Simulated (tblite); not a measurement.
Record of a relaxation.

C6H7O3 (doublet state).
SMILES with atom numbers: `[O:1]=[CH:2][O:3][C@@H:4]1[CH2:5][CH2:6][C@H:7]2[O:8][C:9]12` (hydrogens: H10 on C2; H11 on C4; H12, H13 on C5; H14, H15 on C6; H16 on C7)
Bond orders are those of one Lewis drawing.

Computed with GFN2-xTB (tblite), gas phase: L-BFGS steps from a force-field or distance-geometry start until the largest atomic force falls under 0.01 eV/Å. 11 of its 124 geometries are shown.

Step 0: E = -775.5031 eV, largest atomic force 2.346 eV/Å
```
atom  x, y, z in Å  |  force x, y, z in eV/Å
O1      2.736   -1.359   -0.119   -0.216   2.143   0.931
C2      2.734   -0.247    0.390   -0.324  -1.367  -0.406
O3      1.671    0.465    0.796    0.629  -1.120  -0.573
C4      0.406   -0.171    0.572    0.529  -0.052   0.786
C5     -0.046   -0.079   -0.876    0.010  -0.160  -0.858
C6     -1.579   -0.013   -0.834   -0.193  -0.144  -0.429
C7     -1.854    0.704    0.452    0.580   0.882   0.552
O8     -1.809   -0.074    1.645    0.263   0.411  -0.467
C9     -0.658    0.593    1.306   -0.916  -0.390  -0.215
H10     3.648    0.321    0.623   -0.065  -0.022  -0.063
H11     0.421   -1.216    0.941    0.285   0.255  -0.154
H12     0.354    0.831   -1.344   -0.045  -0.063   0.302
H13     0.300   -0.920   -1.475    0.095  -0.105   0.093
H14    -2.004   -1.020   -0.819   -0.020   0.047   0.019
H15    -1.981    0.534   -1.693    0.022  -0.154   0.160
H16    -2.347    1.661    0.423   -0.634  -0.162   0.321
```

Step 12: E = -775.7086 eV, largest atomic force 0.094 eV/Å
```
atom  x, y, z in Å  |  force x, y, z in eV/Å
O1      2.745   -1.343   -0.111    0.011  -0.032  -0.004
C2      2.749   -0.261    0.395   -0.055  -0.020  -0.001
O3      1.692    0.436    0.775    0.052   0.062  -0.004
C4      0.423   -0.181    0.584    0.027   0.012  -0.029
C5     -0.048   -0.101   -0.889    0.042  -0.015  -0.045
C6     -1.582    0.017   -0.852    0.002  -0.002   0.004
C7     -1.832    0.780    0.435    0.010   0.037   0.086
O8     -1.813   -0.077    1.581    0.023   0.030  -0.084
C9     -0.664    0.590    1.290   -0.073  -0.039   0.027
H10     3.656    0.320    0.621    0.034   0.036   0.012
H11     0.483   -1.219    0.940   -0.031   0.020   0.023
H12     0.376    0.815   -1.308   -0.010  -0.030  -0.008
H13     0.310   -0.953   -1.465   -0.041  -0.028   0.016
H14    -2.037   -0.972   -0.768   -0.014   0.003  -0.052
H15    -1.979    0.523   -1.729    0.026   0.006   0.035
H16    -2.487    1.636    0.489   -0.003  -0.039   0.025
```

Step 25: E = -775.7202 eV, largest atomic force 0.081 eV/Å
```
atom  x, y, z in Å  |  force x, y, z in eV/Å
O1      2.750   -1.347   -0.065   -0.006   0.020   0.039
C2      2.756   -0.246    0.401    0.043   0.026  -0.030
O3      1.700    0.473    0.745   -0.046  -0.025  -0.037
C4      0.434   -0.162    0.580   -0.019   0.009   0.039
C5     -0.055   -0.129   -0.893    0.013  -0.013   0.058
C6     -1.587    0.051   -0.863    0.060  -0.015   0.018
C7     -1.840    0.767    0.451    0.013  -0.024  -0.073
O8     -1.791   -0.126    1.562   -0.028  -0.054   0.053
C9     -0.665    0.584    1.294    0.045   0.017   0.013
H10     3.668    0.338    0.611   -0.036   0.000  -0.002
H11     0.509   -1.186    0.971    0.014  -0.006  -0.057
H12     0.406    0.739   -1.367    0.013   0.003   0.006
H13     0.255   -1.030   -1.418   -0.009  -0.014  -0.026
H14    -2.075   -0.925   -0.846   -0.053   0.048  -0.011
H15    -1.944    0.617   -1.721    0.000  -0.010   0.041
H16    -2.529    1.590    0.547   -0.003   0.039  -0.030
```

Step 37: E = -775.7276 eV, largest atomic force 0.099 eV/Å
```
atom  x, y, z in Å  |  force x, y, z in eV/Å
O1      2.781   -1.342    0.032    0.033   0.005   0.016
C2      2.760   -0.208    0.409   -0.017  -0.024  -0.018
O3      1.684    0.506    0.694   -0.018  -0.052   0.028
C4      0.440   -0.181    0.576   -0.049  -0.003   0.011
C5     -0.071   -0.181   -0.889    0.013   0.003  -0.033
C6     -1.590    0.087   -0.871    0.006  -0.008  -0.024
C7     -1.834    0.754    0.465    0.005   0.018   0.036
O8     -1.794   -0.172    1.551    0.044  -0.009  -0.028
C9     -0.662    0.540    1.303   -0.044   0.048   0.074
H10     3.656    0.411    0.573    0.014   0.044  -0.001
H11     0.565   -1.197    0.971    0.018  -0.001  -0.015
H12     0.429    0.644   -1.399    0.040  -0.016  -0.016
H13     0.187   -1.115   -1.385   -0.014   0.002  -0.012
H14    -2.152   -0.846   -0.922   -0.011   0.000  -0.031
H15    -1.886    0.734   -1.694   -0.041  -0.044  -0.017
H16    -2.522    1.577    0.576    0.019   0.036   0.030
```

Step 49: E = -775.7331 eV, largest atomic force 0.032 eV/Å
```
atom  x, y, z in Å  |  force x, y, z in eV/Å
O1      2.851   -1.328    0.135    0.021   0.009  -0.004
C2      2.770   -0.171    0.422   -0.004  -0.004   0.009
O3      1.661    0.508    0.662   -0.003   0.000   0.009
C4      0.436   -0.218    0.568    0.007   0.005  -0.006
C5     -0.090   -0.225   -0.895   -0.015   0.003   0.002
C6     -1.594    0.128   -0.881   -0.010   0.006   0.018
C7     -1.823    0.758    0.478    0.006   0.004   0.000
O8     -1.806   -0.211    1.527   -0.002   0.003  -0.003
C9     -0.662    0.489    1.316    0.017  -0.004  -0.012
H10     3.631    0.510    0.529   -0.024  -0.016   0.013
H11     0.595   -1.230    0.960    0.012   0.008  -0.006
H12     0.463    0.549   -1.431   -0.013  -0.008  -0.017
H13     0.106   -1.187   -1.364   -0.008   0.004  -0.005
H14    -2.205   -0.772   -0.975    0.005   0.000   0.004
H15    -1.856    0.812   -1.685    0.013  -0.004   0.009
H16    -2.486    1.597    0.623   -0.003  -0.006  -0.010
```

Step 62: E = -775.7353 eV, largest atomic force 0.030 eV/Å
```
atom  x, y, z in Å  |  force x, y, z in eV/Å
O1      2.930   -1.289    0.268    0.010  -0.019   0.002
C2      2.785   -0.118    0.452   -0.017   0.020   0.000
O3      1.641    0.529    0.595   -0.020   0.020  -0.008
C4      0.444   -0.246    0.541   -0.004  -0.001  -0.003
C5     -0.127   -0.293   -0.908    0.012  -0.003   0.006
C6     -1.597    0.188   -0.889    0.000  -0.013  -0.015
C7     -1.811    0.747    0.500    0.000   0.007  -0.007
O8     -1.799   -0.270    1.502    0.019  -0.015  -0.006
C9     -0.649    0.431    1.319    0.001   0.000   0.000
H10     3.609    0.612    0.527   -0.001  -0.012   0.006
H11     0.657   -1.246    0.936    0.005   0.001  -0.010
H12     0.476    0.381   -1.517    0.009   0.014   0.010
H13    -0.036   -1.299   -1.313   -0.007  -0.011   0.011
H14    -2.279   -0.645   -1.063   -0.018  -0.018  -0.003
H15    -1.779    0.950   -1.644    0.000   0.008  -0.003
H16    -2.472    1.579    0.683    0.008   0.023   0.017
```

Step 74: E = -775.7376 eV, largest atomic force 0.035 eV/Å
```
atom  x, y, z in Å  |  force x, y, z in eV/Å
O1      2.978   -1.254    0.355   -0.026   0.009   0.015
C2      2.792   -0.080    0.472   -0.005  -0.018  -0.007
O3      1.625    0.540    0.544    0.010  -0.013  -0.005
C4      0.449   -0.269    0.518    0.005   0.006   0.000
C5     -0.155   -0.338   -0.917    0.003   0.002  -0.012
C6     -1.599    0.222   -0.895    0.004   0.010   0.000
C7     -1.800    0.740    0.511   -0.001  -0.005   0.003
O8     -1.794   -0.307    1.483   -0.006  -0.001  -0.008
C9     -0.639    0.390    1.318    0.001  -0.001   0.004
H10     3.595    0.673    0.537   -0.021   0.016  -0.009
H11     0.700   -1.260    0.911    0.004   0.002  -0.007
H12     0.474    0.275   -1.563   -0.011  -0.021  -0.004
H13    -0.131   -1.365   -1.277    0.004   0.021   0.008
H14    -2.326   -0.563   -1.117    0.027   0.017   0.014
H15    -1.729    1.027   -1.616    0.010  -0.010   0.007
H16    -2.447    1.577    0.725    0.003  -0.012   0.000
```

Step 86: E = -775.7414 eV, largest atomic force 0.119 eV/Å
```
atom  x, y, z in Å  |  force x, y, z in eV/Å
O1      3.023   -1.210    0.457   -0.047   0.106   0.027
C2      2.795   -0.037    0.497   -0.013  -0.065  -0.012
O3      1.609    0.549    0.483    0.028  -0.049   0.002
C4      0.456   -0.294    0.487    0.005   0.000  -0.003
C5     -0.188   -0.387   -0.930    0.002   0.003  -0.027
C6     -1.596    0.262   -0.899    0.009   0.005  -0.010
C7     -1.784    0.732    0.526    0.004  -0.011   0.005
O8     -1.786   -0.349    1.459   -0.007   0.009  -0.006
C9     -0.625    0.341    1.315   -0.003  -0.010   0.002
H10     3.570    0.747    0.554   -0.017  -0.003  -0.033
H11     0.748   -1.278    0.872   -0.003   0.006  -0.003
H12     0.463    0.148   -1.623   -0.032  -0.037   0.010
H13    -0.243   -1.432   -1.234    0.005   0.067   0.019
H14    -2.366   -0.465   -1.166    0.053   0.047   0.010
H15    -1.667    1.109   -1.582    0.021  -0.041   0.024
H16    -2.416    1.572    0.772   -0.005  -0.028  -0.006
```

Step 98: E = -775.7538 eV, largest atomic force 0.196 eV/Å
```
atom  x, y, z in Å  |  force x, y, z in eV/Å
O1      3.064   -1.120    0.643   -0.022   0.194   0.017
C2      2.784    0.038    0.536   -0.003  -0.104  -0.015
O3      1.576    0.557    0.380    0.042  -0.070   0.020
C4      0.467   -0.342    0.434    0.001  -0.004  -0.003
C5     -0.240   -0.460   -0.948   -0.005  -0.004  -0.023
C6     -1.573    0.332   -0.902    0.001  -0.017  -0.027
C7     -1.750    0.713    0.550   -0.006  -0.021  -0.003
O8     -1.776   -0.424    1.413    0.007   0.013  -0.002
C9     -0.599    0.248    1.312   -0.013  -0.003  -0.011
H10     3.516    0.864    0.550    0.000  -0.036  -0.045
H11     0.827   -1.311    0.798   -0.017   0.010  -0.011
H12     0.425   -0.066   -1.718   -0.038  -0.015   0.062
H13    -0.426   -1.514   -1.153   -0.007   0.071   0.018
H14    -2.404   -0.289   -1.241    0.044   0.046  -0.016
H15    -1.536    1.232   -1.516    0.032  -0.042   0.038
H16    -2.363    1.550    0.849   -0.016  -0.018  -0.001
```

Step 111: E = -775.7760 eV, largest atomic force 0.401 eV/Å
```
atom  x, y, z in Å  |  force x, y, z in eV/Å
O1      3.083   -0.914    0.972   -0.090   0.370  -0.126
C2      2.740    0.162    0.571    0.075  -0.261   0.061
O3      1.515    0.538    0.237    0.100  -0.090  -0.013
C4      0.476   -0.431    0.367    0.005  -0.013   0.003
C5     -0.320   -0.557   -0.958   -0.027  -0.029  -0.053
C6     -1.498    0.440   -0.897   -0.033   0.014  -0.037
C7     -1.704    0.660    0.586   -0.026  -0.007  -0.002
O8     -1.773   -0.559    1.324   -0.009   0.028   0.016
C9     -0.577    0.085    1.310   -0.009   0.006  -0.020
H10     3.424    1.013    0.403   -0.038  -0.046   0.034
H11     0.920   -1.381    0.678   -0.012  -0.008   0.042
H12     0.338   -0.365   -1.805   -0.040  -0.011   0.040
H13    -0.703   -1.579   -1.018    0.050   0.089  -0.019
H14    -2.388    0.029   -1.381    0.088   0.059   0.039
H15    -1.243    1.392   -1.369   -0.022  -0.080   0.062
H16    -2.296    1.478    0.968   -0.011  -0.019  -0.027
```

Step 123: E = -775.7801 eV, largest atomic force 0.005 eV/Å
```
atom  x, y, z in Å  |  force x, y, z in eV/Å
O1      3.096   -0.906    0.973   -0.001   0.000   0.004
C2      2.745    0.159    0.564    0.003   0.001  -0.003
O3      1.519    0.523    0.225    0.001   0.001   0.000
C4      0.473   -0.436    0.369    0.002  -0.001   0.002
C5     -0.322   -0.558   -0.958    0.001   0.001  -0.001
C6     -1.497    0.440   -0.895   -0.001  -0.001   0.002
C7     -1.711    0.655    0.587   -0.003   0.000   0.000
O8     -1.771   -0.559    1.332   -0.001   0.000   0.005
C9     -0.578    0.091    1.310    0.001   0.002  -0.002
H10     3.419    1.016    0.395   -0.002  -0.001   0.001
H11     0.906   -1.387    0.696    0.002  -0.004  -0.003
H12     0.337   -0.360   -1.800    0.002   0.003  -0.003
H13    -0.700   -1.577   -1.029   -0.003  -0.003  -0.003
H14    -2.381    0.043   -1.392    0.000   0.000   0.002
H15    -1.234    1.395   -1.350    0.004  -0.002  -0.003
H16    -2.310    1.471    0.961   -0.004   0.002   0.001
```

Task: Summarise the path.

Result: The energy falls by 0.2770 eV from step 0 to step 123; nine tenths of that is first reached at step 98. It rises by more than 0.2 meV at steps 60, 63, 66, 69, 72, 75, 78 and 81 and others. The largest force goes from 2.346 to 0.005 eV/Å. Among the bonds C4–C5 changes most, from 1.520 to 1.552 Å; the atoms move by 0.823 Å rms after alignment.

Task: Follow the three bonds and two angles with the largest change from start to end.

Result: 
```
step  E above end (eV)  largest force (eV/Å)  C4–C5 (Å)  O1=C2 (Å)  C2–O3 (Å)  C9–C7–H16 (°)  O8–C7–H16 (°)
   0            0.2770                 2.346      1.520      1.223      1.343          117.0          121.5
   5            0.0962                 0.298      1.550      1.194      1.323          123.3          116.9
  11            0.0728                 0.103      1.549      1.195      1.321          123.8          116.2
  16            0.0689                 0.069      1.549      1.195      1.322          124.5          116.3
  21            0.0640                 0.105      1.550      1.195      1.323          123.6          115.9
  27            0.0580                 0.060      1.551      1.195      1.322          124.1          115.3
  32            0.0560                 0.081      1.551      1.195      1.322          124.4          115.9
  37            0.0525                 0.099      1.552      1.195      1.322          124.5          115.8
  43            0.0484                 0.056      1.556      1.195      1.322          123.8          116.0
  48            0.0471                 0.030      1.555      1.195      1.322          123.7          115.8
  53            0.0464                 0.029      1.556      1.195      1.322          124.0          115.8
  59            0.0453                 0.035      1.558      1.194      1.322          124.1          115.9
  64            0.0445                 0.024      1.558      1.194      1.322          124.0          115.8
  70            0.0433                 0.023      1.558      1.194      1.322          123.8          115.8
  75            0.0538                 0.802      1.561      1.203      1.331          123.1          116.1
  80            0.0410                 0.068      1.559      1.195      1.323          123.5          115.9
  86            0.0387                 0.119      1.559      1.195      1.324          123.5          116.0
  91            0.0355                 0.153      1.559      1.196      1.324          123.5          116.1
  96            0.0388                 1.016      1.558      1.205      1.332          123.4          116.2
 102            0.0302                 1.109      1.554      1.206      1.331          123.3          116.1
 107            0.0090                 0.182      1.553      1.196      1.323          123.3          116.1
 112            0.0027                 0.104      1.551      1.195      1.324          123.3          116.0
 118            0.0002                 0.033      1.552      1.193      1.323          123.6          116.1
 123            0.0000                 0.005      1.552      1.194      1.323          123.5          116.0
```

What follows is the cost of the whole relaxation. The run took 0.83 s wall on Intel Xeon at 2.60 GHz, one thread, on a shared host.
